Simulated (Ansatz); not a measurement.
System: sum formula HSiOBr3, net charge 0, singlet state. 
Structure (B3LYP-D3(BJ)/def2-TZVP (Ansatz, an electronic-structure program) minimum search):
```
Si
O 1 1.6240
H 2 0.9627 1 118.43
Br 1 2.1989 2 106.30 3 180.00
Br 1 2.2170 2 110.86 3 -60.07
Br 1 2.2170 2 110.86 3 60.07
```
Charge 0, spin multiplicity 1.

Basis-set convergence of Hartree-Fock and CCSD correlation energies (hartree) with Ansatz. Correlated levels leave the core frozen unless marked. No spin-orbit coupling. The frozen core is the preceding noble-gas configuration, with the filled d and f shells of earlier blocks. Non-relativistic.

```tsv
basis	functions	E(HF)	E(corr, CCSD)
def2-SVP	133	-8080.72307	-0.66689
def2-TZVPP	231	-8081.88112	-0.87355
def2-QZVPP	424	-8082.04186	-0.95154
```

Extrapolating the two largest sets (X = 3 and 4) as X^-3: E(corr) = (64·(-0.95154) - 27·(-0.87355))/37 = -1.0085 Eh, an estimate of the basis-set limit. The largest set recovers 94.4 % of it, the smallest 66.1 %.
